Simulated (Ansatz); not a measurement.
```yaml
crystal:
  periodic: [false, false, false]
  atoms:
    - {symbol: C, position_ang: [-0.640703, 0.833228, 0.080328]}
    - {symbol: Si, position_ang: [0.476444, 0.205129, 0.432666]}
    - {symbol: B, position_ang: [0.637483, -1.027351, -0.164535]}
    - {symbol: F, position_ang: [1.194437, -1.321916, -0.015792]}
    - {symbol: S, position_ang: [-0.191063, -1.537754, -0.854173]}
    - {symbol: H, position_ang: [-0.567409, 0.954534, -0.578363]}
    - {symbol: H, position_ang: [-0.706738, 1.511577, 0.426549]}
    - {symbol: H, position_ang: [-1.071018, 0.412687, 0.274767]}
    - {symbol: H, position_ang: [0.426593, 0.103513, 1.257928]}
    - {symbol: H, position_ang: [1.109035, 0.718736, 0.182223]}
    - {symbol: H, position_ang: [-0.688356, -0.707889, -0.829736]}
basis:
  gaussian: {orbitals: def2-TZVP}
total_charge: 1
magnetization: {spin_polarized: true, initial_magnetization: 1}
hamiltonian: {xc: {name: revPBE}, dispersion: d3bjatm, pseudopotentials: {relativity: scalar}}
```

```sh
$ ansatz run in.yaml --threads 4 --pin off --events-out ev --progress --plain --max-ram 10444MiB
```

It prints (some lines left out):

```
Functional definition: revPBE
1282 factors; their error is unknown
mean field evaluation 1: about -23061.0994 eV, gradient 1.5e2 eV
mean field evaluation 2: about -22708.8228 eV, gradient 3.1e2 eV
mean field evaluation 4: about -23130.0503 eV, gradient 3.2e1 eV
mean field evaluation 8: about -23133.8413 eV, gradient 1.6e-1 eV
mean field evaluation 16: about -23133.8244 eV, gradient 1.2e-3 eV
mean field -23133.82439791 eV, -850.1523659536 hartree, gradient 5.6e-5 eV, S^2 0.752112; 0 other end points of the search recorded, 0 dependent functions left out
reference -23133.82445005 eV, -850.1523678699 hartree; 28, 27 occupied and 175, 176 virtual orbitals, 1282 factors
Total energy: -23134.71367607 eV, -850.1850463233 hartree
Relativity: scalar
```

In this input the geometry is squeezed to about two thirds of its size. The calculation finished and met its thresholds. The result belongs to that input, not to the molecule as meant.
